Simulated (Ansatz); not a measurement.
Ansatz (a program for electronic structure) input (CCSD(T)/aug-cc-pV(D+d)Z):
A basis named .json is the Basis Set Exchange file of that set.

Ansatz 0.2 input:
```yaml
crystal:
  periodic: [false, false, false]
  atoms:
    - {symbol: O, position_ang: [1.16286152, -0.20239142, -0.09139627]}
    - {symbol: Si, position_ang: [-0.46776482, 0.06932882, 0.03513133]}
    - {symbol: H, position_ang: [-1.07060418, -0.61167173, 1.20401702]}
    - {symbol: H, position_ang: [-1.20301448, -0.28673947, -1.20022050]}
    - {symbol: H, position_ang: [-0.48056609, 1.54693909, 0.23553510]}
basis:
  gaussian:
    orbitals: aug-cc-pV_D+d_Z.json
magnetization: {spin_polarized: true, initial_magnetization: 1}
correlation: {method: ccsd_t, electrons: outside_noble_gas}
output: {forces: true}
```

End of the output:

```
mean field evaluation 128: about -9946.6711 eV, gradient 2.9e-2 eV
mean field evaluation 160: about -9946.6688 eV, gradient 2.7e-1 eV
mean field -9946.67114255 eV, -365.5334223927 hartree, gradient 5.1e-6 eV, S^2 0.757981; 7 other end points of the search recorded, 0 dependent functions left out
determinant -9946.67114255 eV, -365.5334223927 hartree, with singles and doubles -9954.76896553 eV, -365.8310118983 hartree
determinant -9946.54347915 eV, -365.5287308493 hartree, with singles and doubles -9954.61092374 eV, -365.8252039698 hartree
determinant -9944.46318461 eV, -365.4522814351 hartree, with singles and doubles -9952.62150847 eV, -365.7520943071 hartree
determinant -9946.67114255 eV, -365.5334223927 hartree, with singles and doubles -9954.76697940 eV, -365.8309389096 hartree
determinant -9946.54347915 eV, -365.5287308493 hartree, with singles and doubles -9954.60791016 eV, -365.8250932229 hartree
6 core orbitals not correlated
reference -9946.67114255 eV, -365.5334223927 hartree; 7, 6 occupied and 69, 70 virtual orbitals, 816 factors
densities: 0.61 GiB planned
second order -7.06666760 eV of doubles, -0.00000000 eV of singles
coupled cluster: 0.43 GiB planned
cycle   1  -8.09583769 eV  change   -8.4e-7 eV  update   1.7e-6
cycle   2  -8.09583758 eV  change    1.1e-7 eV  update   1.1e-6
cycle   3  -8.09583805 eV  change   -4.7e-7 eV  update   6.4e-7
cycle   4  -8.09583816 eV  change   -1.1e-7 eV  update   2.0e-7
cycle   5  -8.09583821 eV  change   -5.3e-8 eV  update   1.3e-7
cycle   6  -8.09583823 eV  change   -1.8e-8 eV  update   9.0e-8
cycle   7  -8.09583827 eV  change   -4.4e-8 eV  update   7.3e-8
cycle   8  -8.09583827 eV  change    1.8e-9 eV  update   5.8e-8
perturbative correction -0.19514390 eV, -0.0071714061 hartree
the calculation of the forces begins
Total energy: -9954.96212472 eV, -365.8381103677 hartree
Atom 0 at     1.162862    -0.202391    -0.091396 Å, force     1.283333    -0.252622    -0.104820 eV/Å
Atom 1 at    -0.467765     0.069329     0.035131 Å, force    -1.225726     0.336423     0.112973 eV/Å
Atom 2 at    -1.070604    -0.611672     1.204017 Å, force    -0.024081    -0.077125     0.063034 eV/Å
Atom 3 at    -1.203014    -0.286739    -1.200220 Å, force    -0.031860    -0.058034    -0.078220 eV/Å
Atom 4 at    -0.480566     1.546939     0.235535 Å, force    -0.001666     0.051359     0.007033 eV/Å
Dipole moment:    -0.327452     0.031907     0.022346 e Å
```

It need not be the lowest isomer of its formula.
